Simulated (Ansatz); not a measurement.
ClO, doublet (typed; the unrestricted solution is spin-contaminated), at a GFN2-xTB geometry, with bond 1-2 at 2.2 times its length; HF/6-311G** (Ansatz, an electronic-structure program).

The Ansatz input:
Ansatz 0.2 input:
```yaml
crystal:
  periodic: [false, false, false]
  atoms:
    - {symbol: Cl, position_ang: [0.00000000, 0.00000000, -2.34087820]}
    - {symbol: O, position_ang: [0.00000000, 0.00000000, 1.04723499]}
basis:
  gaussian:
    orbitals: 6-311G__.json
hamiltonian:
  xc: hf
magnetization: {spin_polarized: true, initial_magnetization: 1}
scf: {lower_state_search: standard}
```
The basis file holds 6-311G** in the JSON format of the Basis Set Exchange.

### Question
Write the output that Ansatz gives for this input, abridged.

### Answer

```
Functional definition: HF
359 factors; integrals over basis functions are off by at most 2.1e-4 eV
mean field evaluation 1: about -14529.1540 eV, gradient 2.2e1 eV
mean field evaluation 2: about -14529.1544 eV, gradient 2.2e1 eV
mean field evaluation 4: about -14534.0088 eV, gradient 9.7e0 eV
mean field evaluation 8: about -14538.4541 eV, gradient 6.4e-1 eV
mean field evaluation 16: about -14538.4607 eV, gradient 6.6e-1 eV
mean field evaluation 32: about -14538.4913 eV, gradient 6.2e-5 eV
mean field evaluation 64: about -14538.4264 eV, gradient 4.2e0 eV
mean field evaluation 96: about -14537.4104 eV, gradient 2.5e-1 eV
mean field evaluation 128: about -14538.3056 eV, gradient 3.7e0 eV
mean field evaluation 160: about -14537.4007 eV, gradient 1.8e-1 eV
mean field evaluation 192: about -14538.4613 eV, gradient 1.3e-1 eV
mean field evaluation 224: about -14537.4016 eV, gradient 2.2e-1 eV
mean field evaluation 256: about -14537.4603 eV, gradient 4.8e-1 eV
mean field evaluation 288: about -14538.4524 eV, gradient 6.5e-1 eV
mean field evaluation 320: about -14538.4580 eV, gradient 9.4e-3 eV
mean field -14538.49126311 eV, -534.2796993761 hartree, gradient 5.0e-7 eV, S^2 1.760676; 7 other end points of the search recorded, 0 dependent functions left out
reference -14538.49126311 eV, -534.2796993761 hartree; 13, 12 occupied and 32, 33 virtual orbitals, 359 factors
Total energy: -14538.49126311 eV, -534.2796993761 hartree
```
